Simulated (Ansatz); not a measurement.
Conformers of BrGaH₂S₂, SMILES `[SH][Ga]([SH])[Br]`, each relaxed with PBE0-D4/def2-TZVP in Ansatz. CBS adds the triple-zeta coupled-cluster correction to the MP2 limit.

Outer-core shells of Br, Ga are correlated without core-valence functions. Scalar relativity is left out up to krypton. Spin–orbit coupling is left out.

Not all of them had a frequency check.

Conformer A:

Z-matrix (Å, degrees):
```
Ga
S 1 2.188
Br 1 2.280 2 119.6
S 1 2.185 2 122.9 3 -180.0
H 2 1.344 1 92.8 3 -0.0
H 4 1.345 1 93.2 2 -0.0
```

Conformer B:

Cartesian coordinates in Å:
```
S 1.229 -1.240 -1.350
Ga 0.009 -0.042 0.011
S -0.817 -0.904 1.841
Br -0.409 2.150 -0.489
H 1.398 -0.214 -2.201
H -1.411 0.250 2.188
```

Q: Which is lowest in electronic energy at CCSD(T)/CBS (frozen core, def2 sets), and by how much? (An estimate is asked.)

A: The calculation gave: B; A lies 0.6 kJ/mol higher. Gaps under about 2 kJ/mol don't settle the order.

Q: Give the energies relative to B (kJ/mol) with ωB97X-V/def2-TZVPP, B2PLYP/def2-TZVPP, PBE/def2-TZVPP, PBE0/def2-TZVPP, MP2/def2-TZVPP, SCS-MP2/def2-TZVPP, CCSD/CBS(def2). (Best estimate.)

A: The calculation gave: 
```
             level    A
ωB97X-V/def2-TZVPP  0.8
 B2PLYP/def2-TZVPP  0.7
    PBE/def2-TZVPP  0.9
   PBE0/def2-TZVPP  0.9
    MP2/def2-TZVPP  0.8
SCS-MP2/def2-TZVPP  0.7
    CCSD/CBS(def2)  0.5
```
